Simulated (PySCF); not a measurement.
Species: C5H6F2.
Geometry (GFN2-xTB, Å), atoms numbered from 1 in this order:
```xyz
13
C5H6F2 angstrom
F     -3.007    0.062   -0.028
C     -1.699    0.315   -0.356
C     -0.775   -0.245    0.725
C      0.634   -0.065    0.347
C      1.838    0.372    0.529
F      2.726    1.017    1.262
C      1.663   -0.387   -0.738
H     -1.598    1.401   -0.447
H     -1.515   -0.162   -1.324
H     -0.989   -1.312    0.841
H     -0.976    0.254    1.676
H      2.060   -1.394   -0.821
H      1.633    0.145   -1.683
```

The closed-shell ground state was solved at several levels (PySCF, density fitting, gas phase, non-relativistic).

```tsv
level	basis functions	HOMO (eV)	LUMO (eV)	gap (eV)	dipole (D)
CAM-B3LYP/def2-SVPD	194	-8.59	0.97	9.56	0.90
B3LYP/pcJ-1	249	-6.97	0.21	7.18	0.80
```

Question: Estimate the row for PBE0/pcSseg-1, a basis of 149 functions; the other rows only guide the guess.

Answer: HOMO -7.19 eV, LUMO 0.45 eV, gap 7.64 eV, dipole 0.81 D.

Question: Over all these levels, which gives the widest orbital gap and which the narrowest?

Answer: CAM-B3LYP/def2-SVPD (range-separated hybrid) has the widest, 9.56 eV, and B3LYP/pcJ-1 (global hybrid, 20 % exact exchange) the narrowest, 7.18 eV. Functional and basis both differ between the two, so the spread mixes both effects.

Question: How far do the dipole and the HOMO energy spread over the levels?

Answer: The dipole runs from 0.80 to 0.90 D (mean 0.84 D) and the HOMO from -8.59 to -6.97 eV.

One conformer stands for the species.
